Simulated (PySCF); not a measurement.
C3H9BO2, SMILES COCB(C)O. Atoms are numbered in the order given.

```xyz
15

C      2.5583    -0.7594    -0.0178
O      1.4403     0.0769     0.0348
C      0.2291    -0.6254    -0.0624
B     -1.0470     0.3010     0.0267
C     -2.4804    -0.3101    -0.2370
O     -0.8571     1.6143     0.3122
H      2.5659    -1.4982     0.8123
H      3.4581    -0.1315     0.0641
H      2.6097    -1.3282    -0.9711
H      0.1415    -1.3957     0.7446
H      0.1790    -1.2228    -1.0055
H     -2.5444    -1.3821     0.0093
H     -3.2913     0.2150     0.2955
H     -2.7049    -0.2295    -1.3170
H     -1.6861     2.1076     0.3609
```
Charge 0, spin multiplicity 1.

Geometry optimised at r2SCAN-D4/def2-SVP. This is a generated structure with no PubChem entry under its InChIKey; it may be hypothetical. One conformer was computed; it need not be the lowest.

The numbers are results of TDA-ωB97X/def2-SVPD (PySCF), not measurements.

Vertical excitations. The molecule is in vacuum.

```csv
state,energy (eV),λ (nm),f,main pairs
S1,7.28,170,0.028,"HOMO→LUMO 51 %, HOMO→LUMO+2 32 %"
S2,7.43,167,0.001,HOMO−1→LUMO+1 83 %
S3,7.75,160,0.034,HOMO→LUMO+1 92 %
S4,8.18,152,0.029,HOMO−1→LUMO 82 %
S5,8.43,147,0.014,"HOMO→LUMO+2 46 %, HOMO→LUMO 24 %, HOMO→LUMO+4 11 %, HOMO→LUMO+3 11 %"
S6,8.59,144,0.031,"HOMO→LUMO+3 25 %, HOMO→LUMO+4 24 %, HOMO→LUMO+7 20 %, HOMO→LUMO+9 6 %"
S7,8.88,140,0.011,"HOMO−2→LUMO+1 35 %, HOMO−2→LUMO 18 %, HOMO−4→LUMO+1 15 %, HOMO−1→LUMO+2 10 %"
S8,8.93,139,0.016,"HOMO−2→LUMO 25 %, HOMO−2→LUMO+1 20 %, HOMO−4→LUMO+1 13 %, HOMO−1→LUMO+2 12 %"
S9,9.06,137,0.017,"HOMO→LUMO+6 27 %, HOMO→LUMO+3 18 %, HOMO→LUMO+4 16 %, HOMO→LUMO 14 %"
S10,9.10,136,0.069,"HOMO→LUMO+5 60 %, HOMO→LUMO+6 9 %"
T1,6.90,180,0,HOMO−1→LUMO+1 84 %
T2,7.19,172,0,"HOMO→LUMO 44 %, HOMO→LUMO+2 28 %, HOMO→LUMO+4 7 %"
T3,7.51,165,0,HOMO→LUMO+1 85 %
T4,8.01,155,0,HOMO−1→LUMO 78 %
```
Triplets are in the Tamm–Dancoff approximation.
